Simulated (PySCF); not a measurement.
**BiC: from constants to spectrum**

PBE0 constants of BiC, ²Π (doublet), unpaired electrons π ↑, a second solution, started from another occupation (PySCF, scalar-relativistic core potentials, basis sets Bi cc-pVTZ-PP with ECP60, C cc-pVTZ; masses 208.9804 and 12.0000 u):

| Property | Result |
| --- | --- |
| ωe | 722.5 cm⁻¹ |
| ωexe | 2.67 cm⁻¹ |
| Be | 0.35 cm⁻¹ |
| αe | 0.00194 cm⁻¹ |

Question: What force constant and bond length do these constants imply?

Answer: Reduced mass μred = 11.348 u; k = 5.8918×10⁻⁷·μred·ωe² (u, cm⁻¹, mdyn/Å) = 3.49 mdyn/Å; Re = √(16.8576/(μred·Be)) (u, cm⁻¹, Å) = 2.060 Å.

Question: Estimate the centrifugal constant D from the Kratzer relation and find the Dunham coefficient a1.

Answer: D = 4Be³/ωe² = 3.29e-07 cm⁻¹; a1 = −1 − αeωe/(6Be²) = -2.91.

Spin–orbit coupling is left out, which matters for elements this heavy, above all for dissociation energies.
